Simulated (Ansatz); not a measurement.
Au₄O₂⁻, relaxed as a doublet with UKS r2SCAN-D4/def2-SVPD in Ansatz, starting from the GFN1-xTB geometry. Force threshold 0.02 eV/Å.

In the def2 sets Au takes a core potential; there is no spin–orbit coupling. The structure comes from a short search, and lower isomers may exist.

Start:

```xyz
6

Au    3.294   -0.333    0.412
Au    1.034    0.289   -0.862
Au   -1.465    0.338   -0.658
Au    1.044   -0.773    1.796
O    -2.797    0.797   -1.652
O    -1.110   -0.318    0.964
```

(1) Estimate the energy that the relaxation releases and the steps that it takes.

(2) Does the start keep its bonding and symmetry?

(3) Predict the relaxed structure.

## Answers

(1) 57.5 kcal/mol, in 13 steps; 3.2 min on 4 threads of Arm Neoverse V1 on a shared host. No frequencies were taken in this run, so the end may be a saddle point.

(2) Bonds formed: Au2–O5 (atoms count from 1). Metal–metal contacts that move far: Au3–Au4 3.68 to 2.78 Å. Point group Cs at the start, C2v at the end, both within 0.05 Å.

(3) 
```csv
atom,x (Å),y (Å),z (Å)
Au1,2.8558,-0.1578,0.0180
Au2,0.7525,0.5126,-1.4024
Au3,-1.6122,0.0890,-0.0101
Au4,0.6733,-0.5916,1.4108
O5,-1.2838,0.7839,-1.8166
O6,-1.3856,-0.6360,1.8003
```
Bond lengths (bridged metal pairs left out): 4 × Au–O 1.96 to 2.10 Å; 3 × Au–Au 2.63 to 3.02 Å.
